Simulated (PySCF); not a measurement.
Ranking problems on computed properties.

Each SMILES stands for a single optimised conformer of the isolated species, non-relativistic unless stated. Electronic properties by PySCF.

The conformers computed, where there is a choice (atom-mapped SMILES and torsion angles):
- `[NH2:1][Si@@H:2]([SiH3:3])[c:4]1[cH:5][cH:6][cH:7][cH:8][cH:9]1`: N1–Si2–C4–C5 -38°, H–N1–Si2–Si3 53°, H–N1–Si2–Si3 -169°
- `[CH2:1]=[CH:2][CH2:3][Si@@H:4]1[SiH2:5][SiH2:6][Si@H:7]1[CH3:8]`: C1–C2–C3–Si4 -101°, C2–C3–Si4–Si5 165°
- `[CH3:1][C:2]#[C:3][Si@@:4]([CH3:5])([NH2:6])[C:7]([F:8])([F:9])[F:10]`: C3–Si4–C7–F8 173°, H–N6–Si4–C3 -75°, H–N6–Si4–C3 70°
- `[CH3:1][S:2][Si@H:3]([CH3:4])[O:5][C:6]([CH3:7])([CH3:8])[CH3:9]`: C1–S2–Si3–C4 -57°, S2–Si3–O5–C6 -46°, Si3–O5–C6–C7 -159°
- `[N:1]#[C:2][CH2:3][C:4]1=[C:5]([CH2:6][SiH3:7])[CH2:8][SiH2:9]1`: C2–C3–C4–C5 60°, C4–C5–C6–Si7 90°
- `[CH3:1][Si@H:2]([PH2:3])[SiH:4]([O:5][SiH3:6])[O:7][SiH3:8]`: C1–Si2–Si4–O5 11°, Si2–Si4–O5–Si6 -94°, Si2–Si4–O7–Si8 88°, H–P3–Si2–C1 -79°, H–P3–Si2–C1 -172°
- `[CH:1]#[C:2][CH2:3][CH2:4][NH:5][SiH2:6][C:7]([F:8])([F:9])[F:10]`: C2–C3–C4–N5 -60°, C3–C4–N5–Si6 -86°, C4–N5–Si6–C7 -179°, N5–Si6–C7–F8 73°
- `[CH3:1][CH:2]([CH3:3])[S:4][C:5]([CH3:6])([CH3:7])[O:8][SiH3:9]`: C1–C2–S4–C5 110°, C2–S4–C5–C6 170°, S4–C5–O8–Si9 74°
- `[CH3:1][CH2:2][C@@H:3]([CH3:4])[Si@H:5]([O:6][CH3:7])[S:8][CH3:9]`: C1–C2–C3–C4 173°, C2–C3–Si5–O6 -162°, C3–Si5–O6–C7 78°, C3–Si5–S8–C9 164°
- `[CH3:1][c:2]1[p:3][cH:4][c:5]([C:6]([F:7])([F:8])[F:9])[s:10]1`: C4–C5–C6–F7 -161°

The conformers of `C[Si@@](N)(O)NCCN[SiH3]` aren't listed.

**Question.** Rank by HOMO energy, lowest first (PBE0/pcSseg-1 at GFN2-xTB geometries).
A. `N#CCC1=C(C[SiH3])C[SiH2]1`
B. `N[Si@@H]([SiH3])c1ccccc1`
C. `CS[Si@H](C)OC(C)(C)C`
D. `N([SiH3])CCN[Si@](O)(C)N`
E. `CC#C[Si@@](C)(N)C(F)(F)F`
F. `C=CC[Si@@H]1[SiH2][SiH2][Si@H]1C`

**Answer.** E (-7.64 eV), A (-7.25 eV), B (-7.13 eV), F (-7.00 eV), C (-6.61 eV), D (-6.44 eV).

**Question.** By how much do the two ends of that ranking differ?

**Answer.** By 1.20 eV, between `C[Si@@](N)(O)NCCN[SiH3]` and `CC#C[Si@@](C)(N)C(F)(F)F`.

**Question.** Rank by dipole moment, lowest first (PBE0/pcSseg-1 at GFN2-xTB geometries).
A. `C=CC[Si@@H]1[SiH2][SiH2][Si@H]1C`
B. `C#CCCN[SiH2]C(F)(F)F`
C. `C[Si@H](P)[SiH](O[SiH3])O[SiH3]`
D. `N[Si@@H]([SiH3])c1ccccc1`

**Answer.** A (0.71 D), D (1.25 D), C (1.88 D), B (3.37 D).

**Question.** Rank by smallest rotational constant, lowest first (GFN2-xTB).
A. `C=CC[Si@@H]1[SiH2][SiH2][Si@H]1C`
B. `[Si@@H](C)(P)[SiH](O[SiH3])O[SiH3]`
C. `CC(C)SC(C)(C)O[SiH3]`
D. `C1(C[SiH2]C=1CC#N)C[SiH3]`
E. `C#CCCN[SiH2]C(F)(F)F`

**Answer.** B (0.394 GHz), E (0.489 GHz), A (0.547 GHz), D (0.618 GHz), C (0.690 GHz).

**Question.** Give the two extremes of that set in cm⁻¹.

**Answer.** `C[Si@H](P)[SiH](O[SiH3])O[SiH3]`: 0.0131 cm⁻¹; `CC(C)SC(C)(C)O[SiH3]`: 0.0230 cm⁻¹.

**Question.** Rank by HOMO–LUMO gap, highest first (PBE0/pcSseg-1 at GFN2-xTB geometries).
A. `N#CCC1=C(C[SiH3])C[SiH2]1`
B. `CC[C@@H](C)[Si@H](OC)SC`
C. `C[Si@@](N)(O)NCCN[SiH3]`
D. `C#CCCN[SiH2]C(F)(F)F`
E. `C=CC[Si@@H]1[SiH2][SiH2][Si@H]1C`
F. `Cc1pcc(C(F)(F)F)s1`

**Answer.** D (7.32 eV), B (7.22 eV), C (6.98 eV), A (6.81 eV), E (5.55 eV), F (5.40 eV).
